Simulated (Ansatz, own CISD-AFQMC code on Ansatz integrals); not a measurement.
CH6Si2, SMILES `C1[SiH2][SiH2]1` (charge 0, multiplicity 1).

Cartesian coordinates (Å):
SMILES: C1[SiH2][SiH2]1
```xyz
9

C     -0.0530     0.9802     0.1161
Si     1.1508    -0.4781    -0.0375
Si    -1.0929    -0.5933    -0.0894
H     -0.0707     1.6952    -0.7036
H     -0.1011     1.4822     1.0800
H      1.9648    -0.5274    -1.2746
H      1.9231    -0.8204     1.1798
H     -1.8814    -1.0157     1.0917
H     -1.8396    -0.7227    -1.3626
```
Charge 0, spin multiplicity 1.

Frozen-core energies in cc-pVDZ from Ansatz (an electronic-structure program) at a geometry from PBE0-D3(BJ)/def2-TZVP; the HF reference has <S^2> = 0.00 and the T1 diagnostic is 0.012.

| level | energy (Ha) |
|---|---|
| HF | -619.16903 |
| MP2 | -619.51213 |
| CCSD | -619.56355 |
| CCSD(T) | -619.57613 |

### Question
Estimate the energies of CCSDT, phaseless AFQMC, CISD trial (own CISD-AFQMC code on Ansatz integrals; ±0.39 mHa) and CCSDT(Q), and give each level's difference from CCSDT(Q).

### Answer

| level | energy (Ha) | difference from CCSDT(Q) (mHa) |
|---|---|---|
| MP2 | -619.51213 | 66.11 |
| CCSD | -619.56355 | 14.69 |
| CCSD(T) | -619.57613 | 2.10 |
| CCSDT | -619.57746 | 0.78 |
| phaseless AFQMC, CISD trial (own CISD-AFQMC code on Ansatz integrals; ±0.39 mHa) | -619.57822 | 0.01 |
| CCSDT(Q) | -619.57824 | 0.00 |
